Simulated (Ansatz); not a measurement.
Computed with Ansatz on PBE0-D4/def2-TZVP structures; ΔE is electronic, products minus reactants. CCSD(T)/CBS adds triple-zeta CCSD(T) − MP2 to the extrapolated MP2 energy (def2 sets, frozen cores). For Zn outer-core shells are correlated without core-valence functions, which leaves a few kJ/mol of doubt a bond. Scalar relativity is left out up to krypton. Each species was taken in one conformer, which may not be the lowest.

Consider the formal exchange of groups at a Zn–H bond: `C[S][ZnH]` + `C=C(O)C(=C)F` → `C[S][Zn][F]` + `C=CC(=C)O`.

`C[S][ZnH]`:

```xyz
7

C    -0.734   -0.312   -0.814
S     0.254   -1.195    0.441
Zn    1.289    0.427    1.444
H    -0.102    0.211   -1.530
H    -1.436    0.386   -0.360
H    -1.304   -1.071   -1.349
H     2.034    1.554    2.170
```

`C=C(O)C(=C)F`:

```xyz
11

C     1.185   -0.183    1.290
C     0.483    0.184    0.218
O     0.833    1.172   -0.640
C    -0.777   -0.452   -0.166
C    -1.527   -0.143   -1.212
F    -1.149   -1.434    0.666
H     2.116    0.308    1.549
H     0.834   -0.982    1.924
H     1.664    1.557   -0.346
H    -1.215    0.650   -1.874
H    -2.446   -0.678   -1.407
```

`C[S][Zn][F]`:

Cartesian coordinates in Å:
```
C -1.023 -0.057 -0.539
S 0.712 0.030 -1.098
Zn 1.784 0.099 0.754
F 2.678 0.156 2.257
H -1.310 0.825 0.030
H -1.625 -0.095 -1.446
H -1.216 -0.957 0.042
```

`C=CC(=C)O`:

Cartesian coordinates in Å:
```
C 1.217 -1.275 0.813
C 0.021 -0.794 0.488
C -0.195 0.430 -0.269
C -1.417 0.879 -0.575
O 0.952 1.058 -0.627
H 2.125 -0.763 0.522
H 1.314 -2.193 1.380
H -0.883 -1.315 0.786
H -2.292 0.329 -0.258
H -1.571 1.792 -1.139
H 0.730 1.853 -1.120
```

```
       species  CCSD(T)/CBS(def2) energy (Eh)
   `C[S][ZnH]`                    -2216.62619
`C=C(O)C(=C)F`                     -330.13464
 `C[S][Zn][F]`                    -2315.86770
   `C=CC(=C)O`                     -230.95210
```

Task: Work out ΔE.

Result: ΔE = (-2315.86770) + (-230.95210) − (-2216.62619) − (-330.13464) = -0.05897 Eh = -154.8 kJ/mol.

Largest T1 diagnostic among the species: 0.015.
